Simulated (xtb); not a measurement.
xtb input:

```bash
xtb mol.xyz --gfn 2 --sp --chrg 0 --uhf 0
```
mol.xyz:
```
17

Si    -0.00000000     0.00000000    -0.00000000
C     -1.13964076    -0.58790502     1.37471740
C      1.16907239     1.30977431     0.67232606
C      0.99681867    -1.45424606    -0.65251992
C     -1.02625030     0.73237678    -1.39452354
H     -0.57116551    -1.01976896     2.20180127
H     -1.73378063     0.23683714     1.77538742
H     -1.83277122    -1.35158716     1.01402633
H      1.78067580     0.91336018     1.48628883
H      1.84583891     1.67209833    -0.10513563
H      0.61806067     2.16996628     1.05987498
H      1.60520428    -1.90229378     0.13669392
H      0.34359856    -2.23411198    -1.05108102
H      1.67036739    -1.14355563    -1.45473054
H     -1.71726256    -0.00664169    -1.80694571
H     -1.61827197     1.58178261    -1.04558463
H     -0.39049373     1.08391466    -2.21059523
```

**Question.** What final total energy does it print?

**Answer.** -16.38528 Eh (GFN2-xTB).
